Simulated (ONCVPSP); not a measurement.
Building the ONCV potential for strontium (PBE, non-relativistic).

The input file (ONCVPSP 4.0.1):

```
# ATOM AND REFERENCE CONFIGURATION
# atsym  z   nc   nv     iexc    psfile
  Sr 38.00    6    3        4      upf
#
#   n    l    f
    1    0    2.00
    2    0    2.00
    2    1    6.00
    3    0    2.00
    3    1    6.00
    3    2   10.00
    4    0    2.00
    4    1    6.00
    5    0    2.00
#
# PSEUDOPOTENTIAL AND OPTIMIZATION
# lmax
    2
#
#   l,   rc,      ep,       ncon, nbas, qcut
    0    2.10    0.00    4    8    4.70
    1    1.60    0.00    4    7    4.30
    2    2.30    0.29    4    7    4.40
#
# LOCAL POTENTIAL
# lloc, lpopt,  rc(5),   dvloc0
    4    5    1.40    0.00
#
# VANDERBILT-KLEINMAN-BYLANDER PROJECTORs
# l, nproj, debl
    0    2    3.20
    1    2    3.60
    2    1    1.70
#
# MODEL CORE CHARGE
# icmod, fcfact, rcfact
    3    1.75    1.65
#
# LOG DERIVATIVE ANALYSIS
# epsh1, epsh2, depsh
   -3.00    5.00    0.02
#
# OUTPUT GRID
# rlmax, drl
    6.00    0.01
#
# TEST CONFIGURATIONS
# ncnf
    4
# nvcnf
#   n    l    f
    3
    4    0    2.00
    4    1    6.00
    5    0    1.00
#
    3
    4    0    2.00
    4    1    6.00
    5    0    0.00
#
    3
    4    0    2.00
    4    1    6.00
    5    0    1.50
#
    3
    4    0    1.00
    4    1    6.00
    5    0    2.00
#
```

Command:

```bash
oncvpspnr.x < Sr.dat > Sr.out
```

The program printed (shortened: citation, most of the input echo, consistency checks and plot data are left out):

```
ONCVPSP  (Optimized Norm-Conservinng Vanderbilt PSeudopotential)
scalar-relativistic version 4.0.1

#   n    l    f        energy (Ha)
    1    0    2.00    -5.7373118E+02
    2    0    2.00    -7.6588378E+01
    2    1    6.00    -6.9776865E+01
    3    0    2.00    -1.1808831E+01
    3    1    6.00    -9.3160894E+00
    3    2   10.00    -4.8055659E+00
    4    0    2.00    -1.4551976E+00
    4    1    6.00    -8.4305273E-01
    5    0    2.00    -1.2784324E-01

Reference configufation results
  iterations    21
  all-electron total energy (Ha)   -3.13294703D+03

Begin loop to  construct optimized pseudo wave functions
and semi-local pseudopoentials for all angular momenta

Calculating optimized projector #   1

 for l=   0

    Fraction of norm inside rc  0.918317
    Optimizing pswf for qcut=   4.70 a_B^-1,  ecut=  11.04 Ha
    Residual kinetic energy error=  1.10D-04 Ha

    Energy error per electron        Cutoff
         Ha          eV             Ha
         0.01000     0.27211        5.63
         0.00100     0.02721        8.72
         0.00010     0.00272       11.99
         0.00001     0.00027       37.87

Calculating optimized projector #   2

 for l=   0

    Fraction of norm inside rc  0.043271
    Optimizing pswf for qcut=   4.70 a_B^-1,  ecut=  11.04 Ha
    Residual kinetic energy error=  5.29D-05 Ha

    Energy error per electron        Cutoff
         Ha          eV             Ha
         0.01000     0.27211        2.29
         0.00100     0.02721        7.56
         0.00010     0.00272       10.41
         0.00001     0.00027       20.54

   Wellstate for l =  1  n =  6
     eigenvalue =   2.7569
     asymptotic potential =   3.2569
     half-point radius =  3.0650

Calculating optimized projector #   1

 for l=   1

    Fraction of norm inside rc  0.576505
    Optimizing pswf for qcut=   4.30 a_B^-1,  ecut=   9.25 Ha
    Residual kinetic energy error=  4.25D-03 Ha

    Energy error per electron        Cutoff
         Ha          eV             Ha
         0.01000     0.27211        5.64
         0.00100     0.02721       37.59
         0.00010     0.00272       55.12
         0.00001     0.00027       65.36

Calculating optimized projector #   2

 for l=   1

    Fraction of norm inside rc  0.088121
    Optimizing pswf for qcut=   4.30 a_B^-1,  ecut=   9.25 Ha
    Residual kinetic energy error=  8.60D-03 Ha

    Energy error per electron        Cutoff
         Ha          eV             Ha
         0.01000     0.27211        7.92
         0.00100     0.02721       24.74
         0.00010     0.00272       56.34
         0.00001     0.00027       68.30

WARNING wellstate: moderately localized bound state found for n= 4 l=  2
WARNING scattering state with energy  0.05000000
WARNING will be used for the first projector

   Wellstate for l =  2  n =  5
     eigenvalue =   0.0500
     asymptotic potential =   0.5500
     half-point radius = 24.5383

Calculating optimized projector #   1

 for l=   2

    Fraction of norm inside rc  0.074499
    Optimizing pswf for qcut=   4.41 a_B^-1,  ecut=   9.70 Ha
    Residual kinetic energy error=  1.24D-04 Ha

    Energy error per electron        Cutoff
         Ha          eV             Ha
         0.01000     0.27211        4.61
         0.00100     0.02721        7.44
         0.00010     0.00272       10.00
         0.00001     0.00027       28.11

Construct Vanderbilt / Kleinmman-Bylander projectors

B matrix Hermiticity error, ll=   0
   1   2    9.0496E-09

  Orthonormal projector coefficients  6.5195E+00  1.0836E+00

B matrix Hermiticity error, ll=   1
   1   2   -4.8902E-08

  Orthonormal projector coefficients  6.1032E+00  1.6534E+00

Model core correction analysis
  based on d2Exc/dn_idn_j

d2excae - all-electron derivatives

   -3.233403D-02   -2.873236D-02   -1.921465D-03
   -2.873245D-02   -2.770547D-02   -2.750728D-03
   -1.920871D-03   -2.749785D-03   -2.699947D-02

d2excps - pseudofunction derivatives with no core correction

   -3.930780D-02   -3.081735D-02   -2.648962D-03
   -3.081785D-02   -2.962166D-02   -2.969220D-03
   -2.648992D-03   -2.968308D-03   -2.706297D-02

rms 2nd derivative error    2.628059E-03

rmatch, rhocmatch    0.9437    4.6926

Teter function model core charge with specified parameters

d2excps - pseudofunction derivatives with core correction

   -3.005766D-02   -2.623776D-02   -1.955626D-03
   -2.623762D-02   -2.645941D-02   -2.663804D-03
   -1.955028D-03   -2.662853D-03   -2.700047D-02

rms 2nd derivative error    1.460564E-03

Pseudoatom total energy  -30.829256

Diagnostic tests using Vanderbilt-Kleinman-Bylander pseudopotentials
  1 or more projectors used as specified by nproj input data

   l    rcore       rmatch      e in        delta e   norm test  slope test

   0   2.1034965   2.1673632  -1.4551976   0.0000003   1.0000003   1.0000004
   0   2.1034965   2.1673632  -0.1278432   0.0000000   1.0000000   1.0000000

   1   1.6070621   1.6558560  -0.8430527   0.0000000   1.0000000   1.0000000
   1   1.6070621   1.6558560   2.7569473  -0.0000001   1.0000000   1.0000000

   2   2.3009729   2.3708354   0.0500000  -0.0000000   1.0000000   1.0000000

 Testing for bound ghosts
   n   l    E NL Schr. Eq   E Basis Diag.   E Cutoff

   1   0       -1.455197       -1.455196     59.64
   2   0       -0.127843       -0.076413     59.64

   2   1       -0.843053       -0.842057     85.87

   3   2       -0.057044       -0.044616     34.73

 Testing for highly-localized positive-energy ghosts
       l    <radius>/rc     E Basis Diag.   E Cutoff

       0        0.766130        3.716502     59.64  WARNING - GHOST(+)

Test configuration 0

   n   l     f        eae           eps        diff
   1   0  2.0000 -573.73117779
   2   0  2.0000  -76.58837822
   2   1  6.0000  -69.77686481
   3   0  2.0000  -11.80883111
   3   1  6.0000   -9.31608938
   3   2 10.0000   -4.80556592
   4   0  2.0000   -1.45519761   -1.45519735    2.56D-07
   4   1  6.0000   -0.84305273   -0.84305271    1.09D-08
   5   0  2.0000   -0.12784324   -0.12784324    0.00D+00

    Total energies and differences
      AE_ref= -3.13294703D+03  AE_tst= -3.13294703D+03  dif=  0.00D+00
      PS_ref= -3.08292557D+01  PS_tst= -3.08292557D+01  dif=  3.55D-14
      PSP excitation error= -3.55D-14

Test configuration 1

   n   l     f        eae           eps        diff
   1   0  2.0000 -573.96434693
   2   0  2.0000  -76.82109610
   2   1  6.0000  -70.00961515
   3   0  2.0000  -12.04108413
   3   1  6.0000   -9.54832828
   3   2 10.0000   -5.03777413
   4   0  2.0000   -1.68453358   -1.68489168   -3.58D-04
   4   1  6.0000   -1.07110237   -1.07114261   -4.02D-05
   5   0  1.0000   -0.30226000   -0.30229140   -3.14D-05

    Total energies and differences
      AE_ref= -3.13294703D+03  AE_tst= -3.13273380D+03  dif=  2.13D-01
      PS_ref= -3.08292557D+01  PS_tst= -3.06160154D+01  dif=  2.13D-01
      PSP excitation error= -1.06D-05

Test configuration 2

   n   l     f        eae           eps        diff
   1   0  2.0000 -574.24346286
   2   0  2.0000  -77.09937318
   2   1  6.0000  -70.28794642
   3   0  2.0000  -12.31848924
   3   1  6.0000   -9.82570519
   3   2 10.0000   -5.31509474
   4   0  2.0000   -1.95598796   -1.95712115   -1.13D-03
   4   1  6.0000   -1.33960553   -1.33980871   -2.03D-04

    Total energies and differences
      AE_ref= -3.13294703D+03  AE_tst= -3.13233559D+03  dif=  6.11D-01
      PS_ref= -3.08292557D+01  PS_tst= -3.02177190D+01  dif=  6.12D-01
      PSP excitation error= -9.95D-05

Test configuration 3

   n   l     f        eae           eps        diff
   1   0  2.0000 -573.84151670
   2   0  2.0000  -76.69854115
   2   1  6.0000  -69.88704050
   3   0  2.0000  -11.91881305
   3   1  6.0000   -9.42606583
   3   2 10.0000   -4.91553026
   4   0  2.0000   -1.56405446   -1.56419026   -1.36D-04
   4   1  6.0000   -0.95142197   -0.95143330   -1.13D-05
   5   0  1.5000   -0.21233165   -0.21233962   -7.97D-06

    Total energies and differences
      AE_ref= -3.13294703D+03  AE_tst= -3.13286225D+03  dif=  8.48D-02
      PS_ref= -3.08292557D+01  PS_tst= -3.07444719D+01  dif=  8.48D-02
      PSP excitation error= -1.52D-06

Test configuration 4

   n   l     f        eae           eps        diff
   1   0  2.0000 -574.28628429
   2   0  2.0000  -77.13542397
   2   1  6.0000  -70.32450434
   3   0  2.0000  -12.34787951
   3   1  6.0000   -9.85490037
   3   2 10.0000   -5.34362933
   4   0  1.0000   -1.90827282   -1.91981851   -1.15D-02
   4   1  6.0000   -1.27400658   -1.27737787   -3.37D-03
   5   0  2.0000   -0.36446042   -0.36510053   -6.40D-04

    Total energies and differences
      AE_ref= -3.13294703D+03  AE_tst= -3.13127022D+03  dif=  1.68D+00
      PS_ref= -3.08292557D+01  PS_tst= -2.91471085D+01  dif=  1.68D+00
      PSP excitation error= -5.34D-03
```

oncvpspnr.x prints “scalar-relativistic version” in its banner although the run is non-relativistic.

The run took about 3.4 s on one core of a shared server CPU.
